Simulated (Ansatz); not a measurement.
Ansatz (a first-principles code) input for CH5FN2Si2, SMILES F[Si@@H]1C=N[SiH2]N1, r2SCAN-D4/def2-SVP. 

Ansatz 0.2 input:
```yaml
crystal:
  periodic: [false, false, false]
  atoms:
    - {symbol: F, position_ang: [-2.04215190, 1.18135478, -0.38327976]}
    - {symbol: Si, position_ang: [-1.03218434, -0.05539995, -0.62312601]}
    - {symbol: C, position_ang: [-0.55040015, -0.88712913, 1.02063518]}
    - {symbol: N, position_ang: [0.66457891, -0.86620983, 1.36846108]}
    - {symbol: Si, position_ang: [1.75041669, -0.04163188, 0.27891887]}
    - {symbol: N, position_ang: [0.57319556, 0.46688023, -0.91616095]}
    - {symbol: H, position_ang: [-1.65616916, -0.87715100, -1.63911128]}
    - {symbol: H, position_ang: [-1.25146129, -1.38570443, 1.68799264]}
    - {symbol: H, position_ang: [2.34980228, 1.10200314, 0.95135874]}
    - {symbol: H, position_ang: [2.68385044, -0.99972892, -0.30050585]}
    - {symbol: H, position_ang: [0.83607168, 1.00491581, -1.72122840]}
basis:
  gaussian:
    orbitals: def2-SVP
hamiltonian:
  xc: r2scan
  dispersion: d4
relax: {f_tol: 0.002, max_steps: 200}
```

Output:

```
WARN ansatz: RAYON_NUM_THREADS=1 ignored (pool sized by the plan → 1); use --threads N
Functional definition: r2SCAN
integrals: 0.07 GiB planned
1332 factors; their error is unknown
mean field: 0.38 GiB planned
mean field evaluation 1: about -22547.3918 eV, gradient 7.3e1 eV
mean field evaluation 2: about -22522.8163 eV, gradient 1.2e2 eV
mean field evaluation 4: about -22557.8290 eV, gradient 1.3e1 eV
mean field evaluation 8: about -22558.2161 eV, gradient 2.2e-1 eV
mean field evaluation 16: about -22558.1111 eV, gradient 2.3e-4 eV
mean field -22558.11111171 eV, -828.9952929185 hartree, gradient 1.3e-5 eV, S^2 0.000000; 0 other end points of the search recorded, 0 dependent functions left out
the calculation of the forces begins
reference -22558.11112235 eV, -828.9952933096 hartree; 31, 31 occupied and 86, 86 virtual orbitals, 1332 factors
relax step   1: F+E_penalty+E_count = -22558.18611094 eV  Δ(F+E_penalty+E_count) = +0.000e0 eV  max|allowed force component| = 1.042e0 eV/Å  Δτ_max = 0.0000 Å  (29 SCF iters, accepted)
these checks for a lower state are left out or cut short: starts, cluster_reference, orbital_swaps, neighbouring_geometries, increment
integrals: 0.07 GiB planned
1332 factors; their error is unknown
mean field: 0.38 GiB planned
mean field -22558.24973657 eV, -829.0003872882 hartree, gradient 1.2e-5 eV, S^2 0.000000; 0 other end points of the search recorded, 0 dependent functions left out
the calculation of the forces begins
reference -22558.24974727 eV, -829.0003876814 hartree; 31, 31 occupied and 86, 86 virtual orbitals, 1332 factors
relax step   2: F+E_penalty+E_count = -22558.32440618 eV  Δ(F+E_penalty+E_count) = -1.383e-1 eV  max|allowed force component| = 2.818e-1 eV/Å  Δτ_max = 0.0820 Å  (31 SCF iters, accepted)
these checks for a lower state are left out or cut short: starts, cluster_reference, orbital_swaps, neighbouring_geometries, increment
integrals: 0.07 GiB planned
1332 factors; their error is unknown
mean field: 0.38 GiB planned
mean field evaluation 32: about -22558.2574 eV, gradient 1.5e-5 eV
mean field -22558.25740962 eV, -829.0006692674 hartree, gradient 1.5e-5 eV, S^2 0.000000; 0 other end points of the search recorded, 0 dependent functions left out
the calculation of the forces begins
reference -22558.25742033 eV, -829.0006696612 hartree; 31, 31 occupied and 86, 86 virtual orbitals, 1332 factors
relax step   3: F+E_penalty+E_count = -22558.33198680 eV  Δ(F+E_penalty+E_count) = -7.581e-3 eV  max|allowed force component| = 1.464e-1 eV/Å  Δτ_max = 0.0328 Å  (31 SCF iters, accepted)
these checks for a lower state are left out or cut short: starts, cluster_reference, orbital_swaps, neighbouring_geometries, increment
integrals: 0.07 GiB planned
1332 factors; their error is unknown
mean field: 0.38 GiB planned
mean field -22558.26068745 eV, -829.0007897254 hartree, gradient 1.4e-5 eV, S^2 0.000000; 0 other end points of the search recorded, 0 dependent functions left out
the calculation of the forces begins
reference -22558.26069815 eV, -829.0007901187 hartree; 31, 31 occupied and 86, 86 virtual orbitals, 1332 factors
relax step   4: F+E_penalty+E_count = -22558.33525424 eV  Δ(F+E_penalty+E_count) = -3.267e-3 eV  max|allowed force component| = 1.120e-1 eV/Å  Δτ_max = 0.0201 Å  (32 SCF iters, accepted)
these checks for a lower state are left out or cut short: starts, cluster_reference, orbital_swaps, neighbouring_geometries, increment
integrals: 0.07 GiB planned
1332 factors; their error is unknown
mean field: 0.38 GiB planned
mean field -22558.26165337 eV, -829.0008252224 hartree, gradient 1.4e-5 eV, S^2 0.000000; 0 other end points of the search recorded, 0 dependent functions left out
the calculation of the forces begins
reference -22558.26166406 eV, -829.0008256154 hartree; 31, 31 occupied and 86, 86 virtual orbitals, 1332 factors
relax step   5: F+E_penalty+E_count = -22558.33623612 eV  Δ(F+E_penalty+E_count) = -9.819e-4 eV  max|allowed force component| = 7.738e-2 eV/Å  Δτ_max = 0.0316 Å  (31 SCF iters, accepted)
these checks for a lower state are left out or cut short: starts, cluster_reference, orbital_swaps, neighbouring_geometries, increment
integrals: 0.07 GiB planned
1332 factors; their error is unknown
mean field: 0.38 GiB planned
mean field -22558.26206894 eV, -829.0008404944 hartree, gradient 1.4e-5 eV, S^2 0.000000; 0 other end points of the search recorded, 0 dependent functions left out
the calculation of the forces begins
reference -22558.26207961 eV, -829.0008408865 hartree; 31, 31 occupied and 86, 86 virtual orbitals, 1332 factors
relax step   6: F+E_penalty+E_count = -22558.33669099 eV  Δ(F+E_penalty+E_count) = -4.549e-4 eV  max|allowed force component| = 2.631e-2 eV/Å  Δτ_max = 0.0349 Å  (31 SCF iters, accepted)
these checks for a lower state are left out or cut short: starts, cluster_reference, orbital_swaps, neighbouring_geometries, increment
integrals: 0.07 GiB planned
1332 factors; their error is unknown
mean field: 0.38 GiB planned
mean field -22558.24876606 eV, -829.0003516227 hartree, gradient 1.5e-5 eV, S^2 0.000000; 0 other end points of the search recorded, 0 dependent functions left out
the calculation of the forces begins
reference -22558.24877672 eV, -829.0003520144 hartree; 31, 31 occupied and 86, 86 virtual orbitals, 1332 factors
relax step   7: F+E_penalty+E_count = -22558.32341591 eV  Δ(F+E_penalty+E_count) = +1.328e-2 eV  max|allowed force component| = 4.295e-1 eV/Å  Δτ_max = 0.0393 Å  (31 SCF iters, rejected (line search))
these checks for a lower state are left out or cut short: starts, cluster_reference, orbital_swaps, neighbouring_geometries, increment
integrals: 0.07 GiB planned
1332 factors; their error is unknown
mean field: 0.38 GiB planned
mean field evaluation 64: about -22558.2622 eV, gradient 2.5e-1 eV
mean field -22558.26236783 eV, -829.0008514783 hartree, gradient 1.4e-5 eV, S^2 0.000000; 0 other end points of the search recorded, 0 dependent functions left out
the calculation of the forces begins
reference -22558.26237850 eV, -829.0008518704 hartree; 31, 31 occupied and 86, 86 virtual orbitals, 1332 factors
relax step   8: F+E_penalty+E_count = -22558.33697946 eV  Δ(F+E_penalty+E_count) = -2.885e-4 eV  max|allowed force component| = 1.541e-2 eV/Å  Δτ_max = 0.0113 Å  (32 SCF iters, accepted)
these checks for a lower state are left out or cut short: starts, cluster_reference, orbital_swaps, neighbouring_geometries, increment
integrals: 0.07 GiB planned
1332 factors; their error is unknown
mean field: 0.38 GiB planned
mean field -22558.26237715 eV, -829.0008518210 hartree, gradient 8.0e-6 eV, S^2 0.000000; 0 other end points of the search recorded, 0 dependent functions left out
the calculation of the forces begins
reference -22558.26238782 eV, -829.0008522131 hartree; 31, 31 occupied and 86, 86 virtual orbitals, 1332 factors
relax step   9: F+E_penalty+E_count = -22558.33698786 eV  Δ(F+E_penalty+E_count) = -8.399e-6 eV  max|allowed force component| = 1.473e-3 eV/Å  Δτ_max = 0.0016 Å  (24 SCF iters, accepted)
integrals: 0.07 GiB planned
1332 factors; their error is unknown
mean field: 0.38 GiB planned
mean field -22558.26237715 eV, -829.0008518210 hartree, gradient 8.0e-6 eV, S^2 0.000000; 1 other end points of the search recorded, 0 dependent functions left out
the calculation of the forces begins
reference -22558.26238782 eV, -829.0008522131 hartree; 31, 31 occupied and 86, 86 virtual orbitals, 1332 factors
Total energy: -22558.33699853 eV, -829.0035941061 hartree
Atom 0 at    -2.028485     1.218737    -0.307691 Å, force     0.000420    -0.000976    -0.000298 eV/Å
Atom 1 at    -1.026037    -0.034593    -0.600246 Å, force    -0.000815    -0.000221     0.001134 eV/Å
Atom 2 at    -0.569040    -0.925911     1.029126 Å, force     0.000287     0.000838    -0.001074 eV/Å
Atom 3 at     0.661268    -0.884670     1.393584 Å, force    -0.000170     0.000497    -0.000544 eV/Å
Atom 4 at     1.724668    -0.019020     0.266165 Å, force    -0.000114    -0.001444    -0.000060 eV/Å
Atom 5 at     0.583220     0.447063    -0.979131 Å, force     0.000859    -0.000199     0.001473 eV/Å
Atom 6 at    -1.715726    -0.817945    -1.658952 Å, force    -0.000149     0.000077     0.000002 eV/Å
Atom 7 at    -1.298067    -1.449287     1.683662 Å, force    -0.000330    -0.000015     0.000242 eV/Å
Atom 8 at     2.365574     1.126861     0.970425 Å, force     0.000315     0.000337     0.000234 eV/Å
Atom 9 at     2.787538    -0.937135    -0.231758 Å, force    -0.000211     0.000417     0.000007 eV/Å
Atom 10 at     0.840637     0.918099    -1.841231 Å, force    -0.000093     0.000688    -0.001117 eV/Å
Dipole moment:     0.122485    -0.016890    -0.412248 e Å
```

The calculation finished and met its thresholds.
